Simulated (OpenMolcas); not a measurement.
**OpenMolcas run: I+**

Input:

```
&GATEWAY
Coord
1

I 0.0 0.0 0.0
Basis=ANO-R3
Group=XYZ
NoMove
AngMom=0.0 0.0 0.0
AMFI
&SEWARD
* reference wave functions (RASSCF and RASSI steps not shown): 4 electrons in 3 orbitals (5p)
>>> COPY JOB001 $Project.JobIph
&CASPT2
XMultistate=3 1 2 3
Frozen=14 9
IPEA=0.2
Imaginary=0.2
MaxIter=60
WThr=0.0 0.3 0.05
PrWF=0.5
NoMix
>>> COPY JOB002 $Project.JobIph
&CASPT2
XMultistate=6 1 2 3 4 5 6
Frozen=14 9
IPEA=0.2
Imaginary=0.2
MaxIter=60
WThr=0.0 0.3 0.05
PrWF=0.5
NoMix
```

Launched by
```bash
OMP_NUM_THREADS=1 MOLCAS_MEM=2252 MOLCAS_PROJECT=a pymolcas a.inp > a.log  # once for each step of the input, in one work folder
```

Output, cut to the results:

```
--- CASPT2 ---
Orbital specifications:
      -----------------------

      Symmetry species                           1   2
                                                ag  au
      Frozen orbitals                           14   9
      Inactive orbitals                          1   0
      Active orbitals                            0   3
      Secondary orbitals                        45  59
      Deleted orbitals                           0   0
      Number of basis functions                 60  71
Type of calculation                        XMS-CASPT2
      Fock operator                              state-average
      IPEA shift                                 0.20
      Real shift                                 0.00
      Imaginary shift                            0.20
      The input orbitals will be transformed to quasi-canonical
      The input states will be rotated to diagonalize the Fock operator
Reference energy:       -7112.3941386278
      E2 (Non-variational):      -0.1127528354
      Shift correction:          -0.0011240588
      E2 (Variational):          -0.1138768942
      Total energy:           -7112.5080155220
      Residual norm:              0.0000001181
      Reference weight:           0.95172
      Contributions to the CASPT2 correlation energy
      Active & Virtual Only:         -0.0526144176
      One Inactive Excited:          -0.0517896706
      Two Inactive Excited:          -0.0083487472
Reference energy:       -7112.3941386278
      E2 (Non-variational):      -0.1127956686
      Shift correction:          -0.0011260550
      E2 (Variational):          -0.1139217237
      Total energy:           -7112.5080603514
      Residual norm:              0.0000001183
      Reference weight:           0.95168
      Contributions to the CASPT2 correlation energy
      Active & Virtual Only:         -0.0526699893
      One Inactive Excited:          -0.0517765773
      Two Inactive Excited:          -0.0083491020
::    XMS-CASPT2 Root  1     Total energy:  -7112.50830398
::    XMS-CASPT2 Root  2     Total energy:  -7112.50806706
::    XMS-CASPT2 Root  3     Total energy:  -7112.50800702
--- CASPT2 ---
Orbital specifications:
      -----------------------

      Symmetry species                           1   2
                                                ag  au
      Frozen orbitals                           14   9
      Inactive orbitals                          1   0
      Active orbitals                            0   3
      Secondary orbitals                        45  59
      Deleted orbitals                           0   0
      Number of basis functions                 60  71
Type of calculation                        XMS-CASPT2
      Fock operator                              state-average
      IPEA shift                                 0.20
      Real shift                                 0.00
      Imaginary shift                            0.20
      The input orbitals will be transformed to quasi-canonical
      The input states will be rotated to diagonalize the Fock operator
Reference energy:       -7112.3440698595
      E2 (Non-variational):      -0.1238175650
      Shift correction:          -0.0013438009
      E2 (Variational):          -0.1251613659
      Total energy:           -7112.4692312254
      Residual norm:              0.0000001549
      Reference weight:           0.94517
      Contributions to the CASPT2 correlation energy
      Active & Virtual Only:         -0.0606777256
      One Inactive Excited:          -0.0547891961
      Two Inactive Excited:          -0.0083506433
Reference energy:       -7112.3440698595
      E2 (Non-variational):      -0.1233137240
      Shift correction:          -0.0013212128
      E2 (Variational):          -0.1246349368
      Total energy:           -7112.4687047963
      Residual norm:              0.0000001529
      Reference weight:           0.94568
      Contributions to the CASPT2 correlation energy
      Active & Virtual Only:         -0.0603558155
      One Inactive Excited:          -0.0546091425
      Two Inactive Excited:          -0.0083487660
::    XMS-CASPT2 Root  1     Total energy:  -7112.47150385
::    XMS-CASPT2 Root  2     Total energy:  -7112.47123988
::    XMS-CASPT2 Root  3     Total energy:  -7112.46926571
::    XMS-CASPT2 Root  4     Total energy:  -7112.46902325
::    XMS-CASPT2 Root  5     Total energy:  -7112.46866450
::    XMS-CASPT2 Root  6     Total energy:  -7112.40597880
```

In XMS-CASPT2 the single-state energies belong to rotated reference states; over a whole degenerate manifold the rotation is arbitrary, and only the multistate roots count.

Levels above the lowest, from the spin-orbit matrix with the multistate effective Hamiltonian, averaged by term, added to it:

```json
{"Configuration": "5s2 5p4", "Term": "3P", "J": "2", "E (cm-1)": "0.0", "Measured (cm-1)": "0.0", "g": "1.458", "Term weight %": "91", "Second": "9 1D"}
{"Configuration": "5s2 5p4", "Term": "3P", "J": "0", "E (cm-1)": "6270", "Measured (cm-1)": "6448", "g": "", "Term weight %": "88", "Second": "12 1S"}
{"Configuration": "5s2 5p4", "Term": "3P", "J": "1", "E (cm-1)": "6420", "Measured (cm-1)": "7087", "g": "1.501", "Term weight %": "100", "Second": ""}
{"Configuration": "5s2 5p4", "Term": "1D", "J": "2", "E (cm-1)": "13310", "Measured (cm-1)": "13727", "g": "1.043", "Term weight %": "91", "Second": "9 3P"}
{"Configuration": "5s2 5p4", "Term": "1S", "J": "0", "E (cm-1)": "28990", "Measured (cm-1)": "29501", "g": "", "Term weight %": "88", "Second": "12 3P"}
```

Against the 4 measured excited levels shown (NIST Handbook of Basic Atomic Spectroscopic Data) the mean absolute deviation is 440 cm-1; the largest miss in energy is 5s2 5p4 3P1: computed 6420, measured 7087 cm-1 (-9.4 %).

CASPT2 breaks the degeneracy within a term, and the mean is taken; among the terms shown or strongly mixed into the levels shown the widest spread is 620 cm-1 (5s2 5p4 1D). Terms from blocks run as CI alone lack orbitals of their own. With the s shell closed, the reference lacks s² → p² mixing. Computed and measured levels are paired by configuration, term and J; levels that our copy of the source lacks, or whose pairing is in doubt (as where it misses far off the trend of its configuration), stay unpaired and out of the deviations. Levels of configurations outside the active space are missing.

The CASPT2 steps took 3.1 s on 1 thread of Intel(R) Xeon(R) Platinum 8488C (Sapphire Rapids), with other jobs on the host; the integral step is not counted.

The term weight is that of the spin-free term in the level, not the purity of its configuration.
